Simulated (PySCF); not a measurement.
Compound: N-methyl-p-toluidine, C8H11N.
SMILES with atom numbers: `[CH3:1][NH:2][c:3]1[cH:4][cH:5][c:6]([CH3:7])[cH:8][cH:9]1` (hydrogens: H10, H11, H12 on C1; H13 on N2; H14 on C4; H15 on C5; H16, H17, H18 on C7; H19 on C8; H20 on C9)

Computed with PySCF at wB97X-D/def2-SVPD, non-relativistic, on one gas-phase PBE0-D3(BJ)/def2-SVP geometry that isn't relaxed in the solvent. The solvent is an IEF-PCM continuum (Bondi radii, 1.10 Å for H, scaled by 1.2). Only the electrostatic response of the medium enters.

Gas phase at wB97X-D/def2-SVPD: HOMO -7.21 eV, LUMO 1.68 eV, dipole 1.53 D.

What does the continuum do to the energy, the frontier levels and the dipole at wB97X-D/def2-SVPD in methanol?

```tsv
solvent	ε	E(solvent) − E(gas) (kJ/mol)	polarisation term (kJ/mol)	distortion of the solute (kJ/mol)	HOMO (eV)	LUMO (eV)	dipole (D)
methanol	32.61	-21.64	-25.21	3.57	-7.27	1.53	2.03
```

The polarisation term is half the interaction of the solute with the surface charges that it induces; the rest is the cost of distorting the solute's density. The sum is the electrostatic part of solvation alone.

Which radius a makes the point-dipole formula ΔE = −[(ε − 1)/(2ε + 1)]·μ²/a³ give the value in methanol, with the gas-phase dipole?

μ = 0.602 au and |ΔE| = 0.00824 Eh give a = 1.46 Å; the farthest nucleus lies 4.30 Å from the centroid of the nuclei, so such a sphere wouldn't even hold the nuclei. The formula assumes a rigid point dipole at the centre of a sphere.

How does the static polarisability (wB97X-D/def2-SVPD, frozen core, with the continuum's full static response) change?

```
  medium  isotropic (au)  principal values (au)  ⟨r²⟩ of the electrons (bohr²)
     gas           106.4     67.2, 104.7, 147.1                         1454.6
methanol           149.1     97.2, 153.8, 196.5                         1451.9
```

The isotropic value in methanol is 1.40 times the gas-phase one; no cavity-field correction is applied. ⟨r²⟩ is taken about the centre of nuclear charge.

On one thread of an Arm Neoverse V1, shared host, this took 72 s of wall time. This is the whole response run at wB97X-D/def2-SVPD in methanol, SCF included.

Shape of the structure used: `[CH3:1][NH:2][c:3]1[cH:4][cH:5][c:6]([CH3:7])[cH:8][cH:9]1`: C1–N2–C3–C4 -170°.

Note: wB97X-D ran without an empirical dispersion term, which enters the total energy and its gradient alone.
